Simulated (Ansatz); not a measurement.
Isolated molecules relaxed with PBE0-D4/def2-TZVP in Ansatz; ΔE leaves out vibrations. CCSD(T)/CBS adds triple-zeta CCSD(T) − MP2 to the extrapolated MP2 energy (def2 sets, frozen cores). This one scheme is used for every species. Functionals use def2-TZVPP. def2 core potentials past Kr. For Te outer-core shells are correlated without core-valence functions, which leaves a few kJ/mol of doubt a bond. Each species was taken in one conformer, which may not be the lowest.

`[SiH3]OC[TeH]` → `OC[TeH]` + `[SiH2]`  (silylene loss)

| level | ΔE (kJ/mol) |
| --- | --- |
| PBE0-D4 | 323.1 |
| ωB97X-V | 329.6 |
| B2PLYP | 317.1 |
| PBE | 302.1 |
| MP2/def2-TZVPP | 337.2 |
| CCSD/def2-TZVPP | 310.9 |
| HF/CBS(def2) | 313.4 |
| CCSD/CBS(def2) | 317.7 |

**Question.** What does CCSD(T)/CBS give? (An estimate is asked.)

**Answer.** Computed: +321.1 kJ/mol. The listed levels differ from it by 2.0, 8.5, -4.0, -19.0, 16.1, -10.2, -7.7, -3.4 kJ/mol.

Largest T1 diagnostic among the species: 0.014.

The D4 term adds +15.9 kJ/mol with B3LYP and +8.7 kJ/mol with PBE0; it sums over pairs of atoms, weighted by their polarisabilities, and B3LYP, whose exchange is more repulsive, gets the larger term. From PBE to PBE0 (25 % exact exchange), in def2-TZVPP and without D4, ΔE moves by +12.4 kJ/mol.

B3LYP here is the variant with VWN-RPA as its local correlation; programs differ in this.
